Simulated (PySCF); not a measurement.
Bonds (- single, = double, # triple, : aromatic): C1#C2 1.219 Å, C2-Si3 1.844 Å, Si3-N4 1.727 Å, Si3-P5 2.262 Å, Si3-P6 2.262 Å. C1 carries H7; N4 carries H8, H9; P5 carries H10, H11; P6 carries H12, H13.

Geometry: PBE0-D3(BJ)/def2-SVP; GIAO absolute shieldings from PySCF, gas phase, non-relativistic, averaged over equivalent atoms.

At HF/pcSseg-1 (158 basis functions, 8.8 s wall time on 1 thread of an Arm Neoverse V2, shared host):
```csv
atoms,σ (ppm)
C1,79.6
C2,101.8
Si3,408.4
N4,250.5
P5/P6,592.6
H7,28.48
H10/H11/H12/H13,30.02
H8/H9,31.03
```

**Question.** What do these become at PBE0/aug-cc-pVDZ?

**Answer.** 
```csv
atoms,σ at PBE0/aug-cc-pVDZ,change
C1,101.2,+21.6
C2,106.0,+4.2
Si3,425.6,+17.2
N4,247.2,-3.3
P5/P6,610.5,+17.9
H7,28.56,+0.08
H10/H11/H12/H13,29.60,-0.42
H8/H9,30.84,-0.19
```

The largest change is at C1 (terminal alkyne carbon). Cost: 213 basis functions, 31 s wall time on 1 thread of an Arm Neoverse V2, shared host.
